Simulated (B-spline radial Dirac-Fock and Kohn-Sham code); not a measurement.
## Elastic and transport cross sections of fluorine for positrons

These are calculated numbers from an atomic code on a B-spline grid; the model is relativistic (Dirac) partial waves in the static field of the Dirac-Fock atom, without polarisation or absorption potentials. Below a few hundred eV the neglected polarisation potential matters, most of all at small angles. σ_tr1 and σ_tr2 weight the cross section with 1 − P₁ and 1 − P₂ of cos θ; "backward" is the share scattered beyond 90°.

```tsv
energy (eV)	σ (a₀²)	σ_tr1 (a₀²)	σ_tr2 (a₀²)	σ/σ_tr1	backward (%)
132	3.91	1.23	2.12	3.18	8.6
238	3.13	0.750	1.37	4.17	5.8
351	2.64	0.515	0.984	5.12	4.3
500	2.22	0.352	0.700	6.31	3.1
660	1.91	0.254	0.521	7.52	2.4
1010	1.49	0.148	0.316	10.0	1.6
1800	1.01	0.0663	0.148	15.2	0.92
2140	0.886	0.0514	0.116	17.2	0.78
2450	0.800	0.0420	0.0955	19.0	0.68
2640	?	?	?	?	?
4340	0.506	0.0172	0.0404	29.4	0.40
5980	0.386	0.0102	0.0244	37.6	0.29
7290	0.325	0.00738	0.0177	44.0	0.24
7540	0.315	0.00698	0.0168	45.2	0.23
37600	0.0751	0.000430	0.00110	174	0.042
43100	0.0667	0.000338	0.000868	197	0.036
```

**Question.** Fill in the row for 2.64 keV.

**Answer.** σ = 0.755 a₀², σ_tr1 = 0.0375 a₀², σ_tr2 = 0.0857 a₀², σ/σ_tr1 = 20.1, backward 0.64 %. The ratio σ/σ_tr1 is roughly the number of elastic collisions that randomise the direction.
